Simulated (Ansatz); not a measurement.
`O=C1N[SiH]1F` + H₂ → `O=C1N[SiH2]1` + H–F at 400 K and 1 bar (hydrogenolysis of the Si–F bond).

Calculated with Ansatz (gas phase, PBE0-D4/def2-TZVP geometries, no zero-point term in ΔE). CCSD(T)/CBS adds triple-zeta CCSD(T) − MP2 to the extrapolated MP2 energy (def2 sets, frozen cores). This one scheme is used for every species.

```json
{"species": "`O=C1N[SiH]1F`", "CCSD(T)/CBS energy (Eh)": "-558.03452", "H − E (kJ/mol)": "119.4", "S (J/(mol·K))": "332.0"}
{"species": "H₂", "CCSD(T)/CBS energy (Eh)": "-1.17544", "H − E (kJ/mol)": "38.0", "S (J/(mol·K))": "139.0"}
{"species": "`O=C1N[SiH2]1`", "CCSD(T)/CBS energy (Eh)": "-458.76730", "H − E (kJ/mol)": "129.0", "S (J/(mol·K))": "309.4"}
{"species": "H–F", "CCSD(T)/CBS energy (Eh)": "-100.39570", "H − E (kJ/mol)": "36.5", "S (J/(mol·K))": "182.2"}
```

H − E and S are ideal-gas, rigid-rotor, harmonic terms from PBE0-D4/def2-TZVP, for one conformer and one mirror image of each species. The MP2-based limit puts H₂ 0.8 mEh under its directly extrapolated value; such offsets cancel only in part. 1 Eh = 2625.50 kJ/mol, R = 8.31446 J/(mol·K).

Task: By hand: ΔE, ΔH, ΔS and ΔG.

Result: ΔE = (-458.76730) + (-100.39570) − (-558.03452) − (-1.17544) = 0.04696 Eh = 123.3 kJ/mol. Δ(H − E) = 129.0 + 36.5 − 119.4 − 38.0 = 8.1, so ΔH = 131.4 kJ/mol. ΔS = 309.4 + 182.2 − 332.0 − 139.0 = 20.6 J/(mol·K). ΔG = 131.4 − 400 × (20.6)/1000 = 123.2 kJ/mol.

Task: By hand: the equilibrium constant, and the temperature at which ΔG would vanish if ΔH and ΔS stayed fixed.

Result: log₁₀ K = −ΔG/(RT ln 10) = -16.1. ΔG = 0 at ΔH/ΔS = 6379 K, far beyond where these terms or the molecules hold.

ΔH outweighs TΔS. A doubt of 5 kJ/mol in ΔE shifts log₁₀ K by 0.7 here. Other conformers and mirror images would add mixing entropy, several J/(mol·K) or more a flexible species. These are equilibria of isolated gas molecules and say nothing of rates. Largest T1 diagnostic: 0.018 (customary marks: 0.02 for closed shells, 0.045 for open ones).
